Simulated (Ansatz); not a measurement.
Steps of a relaxation of C4H13InN2S, SMILES `C[N](C)[In]([SH])[N](C)C` with RKS PBE0-D4/def2-TZVP.

```sh
$ ansatz run in.yaml --threads 4 --pin off --events-out ev --progress --plain --max-ram 66560MiB --backend cuda --devices 0, --max-vram 37GiB
```

```yaml
crystal:
  periodic: [false, false, false]
  atoms:
    - {symbol: C, position_ang: [1.203320, -1.145770, -2.640660]}
    - {symbol: N, position_ang: [1.162500, -0.771610, -1.249870]}
    - {symbol: C, position_ang: [1.704500, -1.805200, -0.402900]}
    - {symbol: In, position_ang: [-0.753790, 0.098150, -0.665390]}
    - {symbol: S, position_ang: [-2.028790, 1.340600, -2.367820]}
    - {symbol: N, position_ang: [-0.939910, 1.241730, 1.184360]}
    - {symbol: C, position_ang: [-2.094360, 0.974360, 2.006590]}
    - {symbol: C, position_ang: [0.274470, 1.246290, 1.957290]}
    - {symbol: H, position_ang: [2.247290, -1.174470, -2.973550]}
    - {symbol: H, position_ang: [0.675670, -0.393390, -3.231790]}
    - {symbol: H, position_ang: [0.762960, -2.135210, -2.837520]}
    - {symbol: H, position_ang: [1.572440, -1.521250, 0.643040]}
    - {symbol: H, position_ang: [2.778580, -1.900520, -0.602480]}
    - {symbol: H, position_ang: [1.246790, -2.792030, -0.572140]}
    - {symbol: H, position_ang: [-2.385580, 2.184530, -1.412240]}
    - {symbol: H, position_ang: [-1.988330, 0.068240, 2.621990]}
    - {symbol: H, position_ang: [-2.255230, 1.819580, 2.686100]}
    - {symbol: H, position_ang: [-2.975620, 0.872700, 1.367650]}
    - {symbol: H, position_ang: [0.252040, 2.089570, 2.657700]}
    - {symbol: H, position_ang: [1.123680, 1.374640, 1.282470]}
    - {symbol: H, position_ang: [0.417360, 0.329060, 2.549160]}
basis:
  gaussian: {orbitals: def2-TZVP}
hamiltonian: {xc: pbe0, dispersion: d4}
relax: {f_tol: 0.005, max_steps: 150}
```

Positions (Å) and forces (eV/Å) along the path, 8 of 23 steps:

```xyz
21
step=1 energy=-23340.1744 eV
C     1.203   -1.146   -2.641   -0.051    0.145    0.062
N     1.163   -0.772   -1.250   -1.694    0.462    0.490
C     1.704   -1.805   -0.403   -0.097    0.238    0.000
In   -0.754    0.098   -0.665    1.023    0.957    0.232
S    -2.029    1.341   -2.368    0.405   -0.868   -0.017
N    -0.940    1.242    1.184    0.038   -1.045   -1.227
C    -2.094    0.974    2.007    0.086    0.069   -0.280
C     0.274    1.246    1.957   -0.060   -0.054   -0.172
H     2.247   -1.174   -2.974    0.095   -0.037   -0.124
H     0.676   -0.393   -3.232    0.080   -0.088   -0.172
H     0.763   -2.135   -2.838    0.010   -0.010   -0.105
H     1.572   -1.521    0.643    0.105   -0.146    0.076
H     2.779   -1.901   -0.602    0.109   -0.083    0.042
H     1.247   -2.792   -0.572    0.049   -0.049    0.077
H    -2.386    2.185   -1.412   -0.169    0.386    0.399
H    -1.988    0.068    2.622   -0.106   -0.033    0.065
H    -2.255    1.820    2.686   -0.087    0.040    0.115
H    -2.976    0.873    1.368   -0.112    0.006    0.165
H     0.252    2.090    2.658    0.094    0.079    0.098
H     1.124    1.375    1.282    0.163    0.034    0.187
H     0.417    0.329    2.549    0.118   -0.005    0.090
21
step=2 energy=-23340.6307 eV
C     1.162   -1.127   -2.645    0.076    0.132    0.130
N     1.016   -0.761   -1.250   -0.336   -0.320   -0.034
C     1.638   -1.736   -0.376    0.024    0.191   -0.146
In   -0.676    0.232   -0.679    0.254    0.296    0.223
S    -2.043    1.190   -2.387   -0.124    0.086    0.091
N    -0.859    1.119    1.172   -0.018   -0.441   -0.008
C    -2.058    0.954    1.971    0.192    0.111   -0.161
C     0.328    1.176    1.998   -0.101    0.039   -0.077
H     2.229   -1.128   -2.917   -0.043   -0.004   -0.023
H     0.659   -0.401   -3.290    0.036   -0.052    0.009
H     0.771   -2.131   -2.883   -0.012    0.062    0.047
H     1.516   -1.452    0.671    0.001   -0.031    0.031
H     2.717   -1.779   -0.585   -0.002   -0.025    0.041
H     1.248   -2.762   -0.507   -0.011    0.116    0.016
H    -2.443    2.187   -1.565    0.054   -0.191   -0.114
H    -2.036    0.064    2.626    0.002    0.064   -0.100
H    -2.186    1.828    2.627   -0.026   -0.014    0.018
H    -2.944    0.889    1.334    0.001   -0.006    0.023
H     0.272    2.055    2.658    0.053   -0.018   -0.003
H     1.222    1.286    1.376   -0.008   -0.007    0.094
H     0.466    0.297    2.652   -0.012    0.013   -0.056
21
step=4 energy=-23340.7059 eV
C     1.161   -1.129   -2.658   -0.023    0.024    0.094
N     0.960   -0.769   -1.275    0.148   -0.126   -0.050
C     1.657   -1.649   -0.364   -0.097    0.066   -0.080
In   -0.616    0.335   -0.695   -0.183    0.136   -0.032
S    -2.185    1.065   -2.345   -0.175    0.217    0.066
N    -0.764    1.050    1.185   -0.118   -0.015    0.319
C    -2.026    1.056    1.898    0.151   -0.083   -0.075
C     0.375    1.027    2.074   -0.071   -0.031   -0.055
H     2.231   -1.107   -2.912   -0.008    0.001   -0.003
H     0.653   -0.426   -3.324    0.002   -0.009    0.000
H     0.792   -2.140   -2.894    0.014   -0.008   -0.008
H     1.522   -1.332    0.673   -0.002   -0.004   -0.023
H     2.737   -1.649   -0.572   -0.014    0.017   -0.001
H     1.314   -2.695   -0.440    0.029    0.030    0.000
H    -2.761    2.064   -1.625    0.284   -0.359   -0.078
H    -2.165    0.154    2.528    0.013    0.173   -0.095
H    -2.089    1.928    2.566    0.003   -0.034   -0.028
H    -2.876    1.108    1.207    0.137   -0.001    0.049
H     0.356    1.905    2.738    0.000   -0.031    0.003
H     1.315    1.072    1.513   -0.076   -0.020    0.027
H     0.411    0.133    2.722   -0.014    0.058   -0.031
21
step=5 energy=-23340.7350 eV
C     1.167   -1.123   -2.661    0.013   -0.008   -0.048
N     0.953   -0.742   -1.291   -0.027   -0.009    0.042
C     1.666   -1.578   -0.360    0.076    0.017   -0.006
In   -0.648    0.332   -0.706    0.003   -0.028    0.017
S    -2.250    0.992   -2.337   -0.020    0.013   -0.037
N    -0.767    1.014    1.191   -0.002   -0.073    0.005
C    -2.022    1.130    1.886    0.024    0.101   -0.024
C     0.369    0.915    2.070   -0.002    0.056    0.017
H     2.236   -1.068   -2.918    0.001    0.010    0.006
H     0.636   -0.458   -3.348   -0.005   -0.011    0.037
H     0.842   -2.154   -2.877   -0.005    0.015    0.016
H     1.501   -1.255    0.671    0.006   -0.037   -0.043
H     2.751   -1.536   -0.546   -0.017    0.009    0.005
H     1.375   -2.639   -0.427   -0.014   -0.013   -0.010
H    -2.751    1.956   -1.548   -0.026    0.009    0.012
H    -2.239    0.270    2.538    0.015   -0.090    0.025
H    -2.040    2.021    2.532    0.027    0.022   -0.043
H    -2.850    1.219    1.179   -0.028    0.022    0.001
H     0.431    1.798    2.726    0.002   -0.015   -0.029
H     1.297    0.874    1.494    0.003    0.021    0.078
H     0.342    0.032    2.732   -0.024   -0.012   -0.020
21
step=7 energy=-23340.7530 eV
C     1.156   -1.116   -2.691   -0.016   -0.008   -0.018
N     0.947   -0.796   -1.304    0.066   -0.040    0.030
C     1.742   -1.607   -0.419    0.003   -0.044   -0.008
In   -0.632    0.276   -0.675    0.008    0.019    0.015
S    -2.260    0.940   -2.285   -0.024    0.005    0.013
N    -0.749    0.971    1.213   -0.182    0.052    0.057
C    -2.020    1.252    1.841    0.123   -0.106    0.078
C     0.328    0.860    2.160    0.033   -0.065    0.083
H     2.210   -0.967   -2.976   -0.052   -0.005    0.008
H     0.549   -0.476   -3.338    0.023   -0.028   -0.001
H     0.904   -2.165   -2.924    0.018    0.049    0.000
H     1.554   -1.353    0.627    0.013   -0.004   -0.004
H     2.819   -1.466   -0.604   -0.057   -0.005   -0.004
H     1.534   -2.686   -0.535    0.025    0.079   -0.010
H    -2.852    1.804   -1.441    0.020   -0.013   -0.019
H    -2.329    0.455    2.546    0.047    0.149   -0.099
H    -1.981    2.193    2.414    0.020   -0.073   -0.037
H    -2.817    1.356    1.100    0.027   -0.011   -0.017
H     0.399    1.774    2.772   -0.004   -0.050   -0.019
H     1.296    0.738    1.661   -0.113    0.004    0.003
H     0.203    0.012    2.860    0.020    0.094   -0.051
21
step=8 energy=-23340.7575 eV
C     1.149   -1.113   -2.693    0.003   -0.003   -0.032
N     0.950   -0.800   -1.303    0.024   -0.025    0.017
C     1.766   -1.601   -0.428    0.027   -0.029   -0.003
In   -0.635    0.260   -0.665    0.005    0.006   -0.009
S    -2.275    0.909   -2.271   -0.006    0.009    0.030
N    -0.758    0.953    1.222   -0.062   -0.002    0.025
C    -2.020    1.280    1.834   -0.005   -0.035    0.086
C     0.312    0.830    2.176    0.058   -0.030    0.037
H     2.198   -0.945   -2.988   -0.044   -0.003    0.009
H     0.526   -0.483   -3.334    0.021   -0.026    0.014
H     0.915   -2.166   -2.926    0.007    0.037    0.004
H     1.583   -1.357    0.621    0.012   -0.009   -0.015
H     2.839   -1.439   -0.624   -0.051   -0.003    0.005
H     1.578   -2.682   -0.551    0.007    0.058   -0.006
H    -2.849    1.792   -1.436    0.015   -0.018   -0.023
H    -2.357    0.510    2.555    0.045    0.117   -0.093
H    -1.958    2.233    2.386    0.007   -0.067   -0.025
H    -2.809    1.390    1.085    0.025   -0.018    0.012
H     0.403    1.752    2.772    0.004   -0.044   -0.012
H     1.276    0.677    1.677   -0.098    0.008    0.036
H     0.166   -0.001    2.890    0.005    0.074   -0.059
21
step=20 energy=-23340.7637 eV
C     1.108   -1.120   -2.711    0.002   -0.003    0.002
N     0.932   -0.855   -1.308    0.003   -0.002   -0.001
C     1.857   -1.583   -0.482    0.003    0.001    0.001
In   -0.616    0.227   -0.627   -0.001   -0.002    0.000
S    -2.258    0.857   -2.240    0.002    0.000    0.001
N    -0.790    0.855    1.273    0.000    0.000    0.003
C    -2.019    1.373    1.809   -0.002   -0.001    0.001
C     0.247    0.739    2.263   -0.003    0.004    0.003
H     2.118   -0.839   -3.048   -0.001    0.000    0.000
H     0.395   -0.553   -3.315   -0.001    0.001   -0.001
H     0.974   -2.186   -2.951    0.000    0.002    0.001
H     1.679   -1.399    0.579    0.000   -0.001   -0.003
H     2.900   -1.301   -0.696   -0.004   -0.001    0.000
H     1.780   -2.671   -0.641    0.000    0.003    0.000
H    -2.831    1.755   -1.422   -0.002    0.001    0.000
H    -2.420    0.736    2.613    0.001    0.001   -0.002
H    -1.884    2.380    2.234    0.001   -0.001   -0.002
H    -2.791    1.442    1.038    0.002    0.001    0.001
H     0.442    1.708    2.749   -0.001   -0.004   -0.002
H     1.188    0.409    1.820    0.001   -0.001   -0.001
H    -0.015    0.027    3.062    0.001    0.002   -0.002
21
step=23 energy=-23340.7637 eV
C     1.112   -1.115   -2.712    0.000    0.000    0.001
N     0.926   -0.862   -1.308   -0.001    0.001   -0.003
C     1.853   -1.587   -0.482    0.001   -0.003    0.003
In   -0.618    0.224   -0.627    0.000    0.001    0.000
S    -2.262    0.856   -2.237    0.000    0.000   -0.001
N    -0.794    0.841    1.276   -0.004    0.000    0.003
C    -2.018    1.373    1.809    0.004    0.001   -0.001
C     0.247    0.738    2.263    0.003    0.001    0.001
H     2.121   -0.823   -3.043   -0.001   -0.001    0.001
H     0.397   -0.552   -3.315    0.000   -0.001    0.000
H     0.989   -2.182   -2.959    0.000    0.002    0.000
H     1.665   -1.415    0.580    0.001   -0.001   -0.003
H     2.895   -1.294   -0.686   -0.002   -0.001    0.001
H     1.788   -2.674   -0.651    0.000    0.002    0.001
H    -2.835    1.753   -1.418    0.000    0.000    0.000
H    -2.417    0.750    2.625    0.001    0.002   -0.002
H    -1.876    2.387    2.218   -0.001   -0.003    0.000
H    -2.793    1.434    1.041   -0.001   -0.001    0.001
H     0.450    1.713    2.732    0.000   -0.004   -0.002
H     1.184    0.394    1.821   -0.002    0.001    0.003
H    -0.015    0.041    3.075    0.001    0.002   -0.003
```

Hardware: 4 threads of an AMD EPYC 7R13 on a shared host and a share of an NVIDIA H100 80 GB. Wall time 84 s, peak host memory 1.9 GiB.
